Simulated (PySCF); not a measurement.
## Excitation energy of W⁺ by level of theory

W⁺ [Xe] 4f14 5d4 6s1 (6D) → W⁺ [Xe] 4f14 5d5 (6S), as a difference of total energies. Calculation: PySCF 2.14, in def2-TZVPPD with the def2 core potential (60 electrons) (6s5p3d2f1g, 59 functions); scalar relativity through the core potential. Correlated levels: valence: 5s2 5p6 frozen. The calculations carry no spin-orbit coupling.

```csv
method,excitation energy (cm⁻¹),error (cm⁻¹)
UHF,3919.4,+643
MP2 (valence),2878.7,-398
SCS-MP2 (valence),3572.5,+296
CCSD (valence),2944.2,-332
CCSD(T) (valence),2922.3,-354
```

Reference: 3276.6 cm⁻¹ (measured; NIST levels, between the centres of gravity of the two terms).

Errors of the correlated levels include the incompleteness of this basis and the frozen core.
